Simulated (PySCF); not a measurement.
Molfile (atoms numbered from 1):
```
C4H4BFO
     RDKit          3D

 11 11  0  0  0  0  0  0  0  0999 V2000
    1.8349    0.1134   -1.0810 B   0  0  0  0  0  0  0  0  0  0  0  0
    0.5375   -0.0071   -0.3223 C   0  0  0  0  0  0  0  0  0  0  0  0
   -0.1507    0.8762    0.4959 C   0  0  0  0  0  0  0  0  0  0  0  0
   -1.3361    0.2499    0.9403 C   0  0  0  0  0  0  0  0  0  0  0  0
   -1.2844   -0.9893    0.3529 C   0  0  0  0  0  0  0  0  0  0  0  0
   -2.1182   -1.9837    0.4157 F   0  0  0  0  0  0  0  0  0  0  0  0
   -0.2202   -1.1754   -0.3833 O   0  0  0  0  0  0  0  0  0  0  0  0
    2.2475   -0.7937   -1.7602 H   0  0  0  0  0  0  0  0  0  0  0  0
    2.4468    1.1504   -0.9878 H   0  0  0  0  0  0  0  0  0  0  0  0
    0.1903    1.8815    0.7385 H   0  0  0  0  0  0  0  0  0  0  0  0
   -2.1203    0.6287    1.5893 H   0  0  0  0  0  0  0  0  0  0  0  0
  1  2  1  0
  2  3  2  0
  3  4  1  0
  4  5  2  0
  5  6  1  0
  5  7  1  0
  7  2  1  0
  1  8  1  0
  1  9  1  0
  3 10  1  0
  4 11  1  0
M  END
```

Geometry: PBE0-D3(BJ)/def2-SVP; GIAO shifts from PySCF 2.14, gas phase, non-relativistic, averaged over equivalent atoms.

At OPBE/pcSseg-1 (139 basis functions, 15 s wall time on 1 thread of an Arm Neoverse V2, shared host):
```csv
atoms,δ (ppm)
B1,49.0
C5,162.1
C2,154.9
C3,137.3
C4,88.4
F6,-106.1
O7,299.3
H10,7.52
H8/H9,6.28
H11,5.83
```

Chemical shifts δ = σref − σ; $^{11}$B (σref 100.31) vs BF3·OEt2; TMS for $^{13}$C (σref 185.13) and $^{1}$H (σref 31.23); CFCl3 for $^{19}$F (σref 155.97); $^{17}$O (σref 332.03) vs H2O, all at this level.

**Question.** Estimate the result of repeating the calculation with mPW1PW91/pcSseg-1.

**Answer.** 
```json
{"atoms": "B1", "δ at mPW1PW91/pcSseg-1": "55.0", "change": "+6.0"}
{"atoms": "C5", "δ at mPW1PW91/pcSseg-1": "172.0", "change": "+9.9"}
{"atoms": "C2", "δ at mPW1PW91/pcSseg-1": "163.4", "change": "+8.5"}
{"atoms": "C3", "δ at mPW1PW91/pcSseg-1": "147.7", "change": "+10.4"}
{"atoms": "C4", "δ at mPW1PW91/pcSseg-1": "92.6", "change": "+4.2"}
{"atoms": "F6", "δ at mPW1PW91/pcSseg-1": "-97.2", "change": "+8.9"}
{"atoms": "O7", "δ at mPW1PW91/pcSseg-1": "307.7", "change": "+8.4"}
{"atoms": "H10", "δ at mPW1PW91/pcSseg-1": "7.61", "change": "+0.09"}
{"atoms": "H8/H9", "δ at mPW1PW91/pcSseg-1": "6.25", "change": "-0.03"}
{"atoms": "H11", "δ at mPW1PW91/pcSseg-1": "5.88", "change": "+0.05"}
```

Shifts are taken against calculated references (same method and geometry level): $^{11}$B (100.80 ppm) against BF3·OEt2; TMS for $^{13}$C (183.54 ppm) and $^{1}$H (31.32 ppm); CFCl3 for $^{19}$F (177.88 ppm); H2O for $^{17}$O (333.30 ppm).

The largest change is at C3 (aromatic CH). Cost: 139 basis functions, 10 s wall time on 1 thread of an Arm Neoverse V2, shared host. The order of the carbon signals is the same at both levels.

A carbon bonded to boron is broadened by the quadrupolar boron nucleus and is often missing from a measured spectrum. Unscaled 19F shifts against computed CFCl3 carry errors that often reach 10 to 50 ppm. Unscaled 17O shifts of doubly bonded oxygen tend to come out too high, by tens of ppm or more. Experimental scales use liquid or dissolved standards, which lie at an offset from isolated H2O (liquid H2O: subtract about 36 ppm).
